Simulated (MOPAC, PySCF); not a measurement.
H$_{14}$Ge$_{2}$Si$_{4}$, SMILES `[SiH3][SiH2][GeH2][SiH2][GeH2][SiH3]`, neutral singlet in the gas phase. 

Cartesian coordinates (Å):
```xyz
20

Si     4.3250     0.2232    -0.4177
Si     2.7107    -0.9141     0.8591
Ge     0.5544    -0.7898    -0.1822
Si    -1.0989    -1.9668     1.0913
Ge    -3.2554    -1.9270     0.0476
Si    -4.8550    -3.1280     1.3639
H      4.4076    -0.3939    -1.7888
H      3.9246     1.6675    -0.5651
H      5.6864     0.1609     0.2246
H      2.6219    -0.3131     2.2392
H      3.0958    -2.3646     1.0062
H      0.1329     0.6994    -0.3320
H      0.6338    -1.3937    -1.6131
H     -0.6591    -3.3992     1.2618
H     -1.1967    -1.3493     2.4636
H     -3.7126    -0.4525    -0.1339
H     -3.1477    -2.5589    -1.3685
H     -4.9616    -2.4936     2.7249
H     -4.3967    -4.5520     1.5304
H     -6.2151    -3.1265     0.7179
```
Charge 0, spin multiplicity 1.

All levels are single points at this geometry (PBE-D3(BJ)/def2-SVP); Pople sets use spherical d functions. Orbital energies aren't observables, and empty levels follow the basis.

```csv
level,HOMO (eV),LUMO (eV),gap (eV),dipole (D),"vertical IE, Delta-SCF (eV)"
PBE-D3(BJ)/def2-TZVP in PySCF,-6.33,-1.69,4.64,0.07,8.32
B3LYP/3-21G in PySCF,-7.14,-0.79,6.35,0.18,–
B3LYP/6-311+G** (LANL2DZ on Ge) in PySCF,-7.16,-1.00,6.16,0.09,–
B3LYP/6-31G* in PySCF,-6.95,-0.85,6.10,0.07,8.49
BP86/6-31G* in PySCF,-6.31,-1.53,4.78,0.05,–
HF/3-21G in PySCF,-9.38,2.15,11.53,0.27,–
HF/6-31G* in PySCF,-9.35,2.32,11.67,0.02,8.38
HF/STO-3G in PySCF,-6.93,8.67,15.60,0.30,–
AM1 in MOPAC,-10.19,-1.22,8.97,1.68,–
```
